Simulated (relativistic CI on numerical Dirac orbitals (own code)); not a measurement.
Electric-dipole transitions in Sb49+

These numbers are calculated, not measured: Dirac-Coulomb-Breit CI, KLI orbitals optimised for each configuration, a model potential for QED, unscaled Slater integrals (own radial code, finite nucleus).

Configurations in the expansion: 1s2, 1s 2s, 1s 2p, 1s 3s, 1s 3p, 1s 3d, 1s 4s, 1s 4p, 1s 4d, 1s 4f, 1s 5s, 1s 5p, 1s 5d, 1s 5f, 1s 5g, 1s 6s, 1s 6p, 1s 6d, 2s2. Levels of other configurations are missing.

```csv
λ vac (Å),Lower,Upper,A (s⁻¹),gf,Branching (%)
0.4569,1s2 1S_0 [1],1s 2p 1P°_1 [7],5.51e+15,5.18e-01,100.0
0.4626,1s2 1S_0 [1],1s 2p 3P°_1 [3],2.35e+15,2.26e-01,100.0
1.8345,1s 2p 3P°_1 [3],1s 4d 3D_2 [23],1.17e+14,2.95e-01,62.3
1.9168,1s 2p 3P°_2 [6],1s 4d 3D_3 [26],1.30e+14,5.02e-01,74.8
1.9265,1s 2p 1P°_1 [7],1s 4d 1D_2 [29],1.16e+14,3.24e-01,65.0
2.4082,1s 2s 3S_1 [2],1s 3p 3P°_2 [12],1.33e+14,5.78e-01,99.2
2.4379,1s 2p 3P°_1 [3],1s 3d 3D_1 [14],1.27e+14,3.41e-01,29.9
2.4385,1s 2p 3P°_1 [3],1s 3d 3D_2 [13],3.52e+14,1.57e+00,81.4
2.4396,1s 2p 3P°_0 [4],1s 3d 3D_1 [14],2.38e+14,6.38e-01,55.9
2.4407,1s 2s 1S_0 [5],1s 3p 1P°_1 [15],9.51e+13,2.55e-01,5.7
2.4509,1s 2s 3S_1 [2],1s 3p 3P°_1 [9],1.09e+14,2.94e-01,14.1
2.5772,1s 2p 3P°_2 [6],1s 3d 3D_3 [16],4.04e+14,2.82e+00,99.8
2.5926,1s 2p 3P°_2 [6],1s 3d 3D_2 [13],6.09e+13,3.07e-01,14.1
2.5945,1s 2p 1P°_1 [7],1s 3d 1D_2 [17],3.61e+14,1.82e+00,87.5
5.0333,1s 3p 3P°_2 [12],1s 5d 3D_3 [40],2.14e+13,5.69e-01,23.6
5.0494,1s 3d 3D_2 [13],1s 5f 3F°_3 [41],2.72e+13,7.29e-01,59.2
5.0517,1s 3d 3D_1 [14],1s 5f 3F°_2 [42],2.45e+13,4.69e-01,53.3
5.1025,1s 3d 3D_3 [16],1s 5f 3F°_4 [44],2.84e+13,9.99e-01,62.8
5.1049,1s 3d 1D_2 [17],1s 5f 1F°_3 [47],2.71e+13,7.40e-01,59.8
6.9333,1s 3s 3S_1 [8],1s 4p 3P°_2 [22],1.73e+13,6.22e-01,21.6
6.9973,1s 3p 3P°_1 [9],1s 4d 3D_2 [23],3.59e+13,1.32e+00,19.1
6.9989,1s 3p 3P°_0 [10],1s 4d 3D_1 [24],2.42e+13,5.34e-01,13.2
7.0830,1s 3s 3S_1 [8],1s 4p 3P°_1 [19],1.45e+13,3.27e-01,4.3
7.3185,1s 3p 3P°_2 [12],1s 4d 3D_3 [26],4.38e+13,2.46e+00,25.1
7.3523,1s 3d 3D_2 [13],1s 4f 3F°_3 [27],8.17e+13,4.64e+00,92.3
7.3565,1s 3d 3D_1 [14],1s 4f 3F°_2 [28],7.36e+13,2.98e+00,83.1
7.3572,1s 3p 1P°_1 [15],1s 4d 1D_2 [29],3.95e+13,1.60e+00,22.1
7.4523,1s 3d 3D_3 [16],1s 4f 3F°_4 [30],8.61e+13,6.45e+00,98.8
7.4569,1s 3d 1D_2 [17],1s 4f 1F°_3 [31],8.19e+13,4.78e+00,94.1
10.309,1s 4p 3P°_2 [22],1s 6d 3D_3 [58],5.38e+12,6.00e-01,10.1
15.073,1s 4s 3S_1 [18],1s 5p 3P°_2 [36],4.01e+12,6.84e-01,8.5
15.190,1s 4p 3P°_1 [19],1s 5d 3D_2 [37],7.24e+12,1.25e+00,7.4
15.802,1s 4p 3P°_2 [22],1s 5d 3D_3 [40],9.14e+12,2.39e+00,10.1
15.867,1s 4d 3D_2 [23],1s 5f 3F°_3 [41],1.52e+13,4.01e+00,32.9
15.875,1s 4d 3D_1 [24],1s 5f 3F°_2 [42],1.37e+13,2.58e+00,29.7
15.876,1s 4p 1P°_1 [25],1s 5d 1D_2 [43],8.29e+12,1.57e+00,8.8
16.052,1s 4d 3D_3 [26],1s 5f 3F°_4 [44],1.62e+13,5.62e+00,35.7
16.057,1s 4f 3F°_3 [27],1s 5g 3G_4 [45],2.58e+13,8.99e+00,95.8
16.061,1s 4f 3F°_2 [28],1s 5g 3G_3 [46],2.46e+13,6.66e+00,91.2
16.062,1s 4d 1D_2 [29],1s 5f 1F°_3 [47],1.54e+13,4.17e+00,34.0
16.144,1s 4f 3F°_4 [30],1s 5g 3G_5 [48],2.66e+13,1.14e+01,99.3
16.147,1s 4f 1F°_3 [31],1s 5g 1G_4 [49],2.58e+13,9.09e+00,96.5
28.070,1s 5p 3P°_1 [33],1s 6d 3D_2 [55],2.12e+12,1.25e+00,3.7
29.106,1s 5p 3P°_2 [36],1s 6d 3D_3 [58],2.73e+12,2.43e+00,5.2
29.231,1s 5p 1P°_1 [39],1s 6d 1D_2 [59],2.49e+12,1.60e+00,4.5
```

Terms are leading LS components. Brackets give the number of a level in order of energy, since labels repeat. The list gives strong lines, with weight on those to low levels, without lines whose two gauges differ by over a factor of 2.5, among the lowest 59 of 60 levels, so that lines to higher ones, which can be the strongest, are missing. Levels whose partners in the same complex of configurations lie outside the list can be far off, and so can their lines. Rates are taken at the computed energies, electric ones in the length gauge.

At this charge energies of transitions that change n are usually good to better than 1 %, and those within a shell (Δn = 0) to a few per cent.

LS names give the leading component of a level, which can be under half, so a name can repeat, a term be missing and a line seem to break the LS rules.
